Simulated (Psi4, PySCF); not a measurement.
The Psi4 input:
```
memory 2 GB

molecule {
0 1
C     2.74338389    0.22549765    0.34904990
C     1.68139064    0.62888805   -0.32425605
C     0.80047299   -0.27060804   -1.14238911
O    -0.57838517   -0.02186098   -0.94608282
B    -1.20809889   -0.13669847    0.25588193
C    -2.77583325    0.13522956    0.27725420
O    -0.58854932   -0.47429655    1.41240523
H     3.05626289   -0.80687322    0.35340920
H     3.35672123    0.91063240    0.90849215
H     1.37749951    1.66695013   -0.31933828
H     1.02976826   -1.32529384   -0.93473261
H     0.98487861   -0.08235605   -2.20816575
H    -3.12717273    0.51900514   -0.67461270
H    -3.31986614   -0.78059269    0.49217018
H    -3.03772306    0.84691425    1.05465550
H     0.35911633   -0.60967682    1.36017987
}

set {
  basis sto-3g
  scf_type pk
  puream true
  d_convergence 1e-8
  dft_radial_points 99
  dft_spherical_points 590
}

energy('revpbe')
print_variables()
```

Question: Convert this to an input for PySCF.

Answer: Several could match; the one computed here: 
```python
from pyscf import gto, scf, dft

mol = gto.Mole()
mol.atom = '''
    C     2.74338389    0.22549765    0.34904990
    C     1.68139064    0.62888805   -0.32425605
    C     0.80047299   -0.27060804   -1.14238911
    O    -0.57838517   -0.02186098   -0.94608282
    B    -1.20809889   -0.13669847    0.25588193
    C    -2.77583325    0.13522956    0.27725420
    O    -0.58854932   -0.47429655    1.41240523
    H     3.05626289   -0.80687322    0.35340920
    H     3.35672123    0.91063240    0.90849215
    H     1.37749951    1.66695013   -0.31933828
    H     1.02976826   -1.32529384   -0.93473261
    H     0.98487861   -0.08235605   -2.20816575
    H    -3.12717273    0.51900514   -0.67461270
    H    -3.31986614   -0.78059269    0.49217018
    H    -3.03772306    0.84691425    1.05465550
    H     0.35911633   -0.60967682    1.36017987
'''
mol.basis = 'sto-3g'
mol.verbose = 3
mol.build()

mf = dft.RKS(mol)
mf.xc = 'revpbe'
mf.grids.atom_grid = (99, 590)
mf.grids.prune = None
mf.kernel()
```

Both were run: Psi4 gave -328.836893 Eh and PySCF -328.836893 Eh, 0.000 mEh apart.
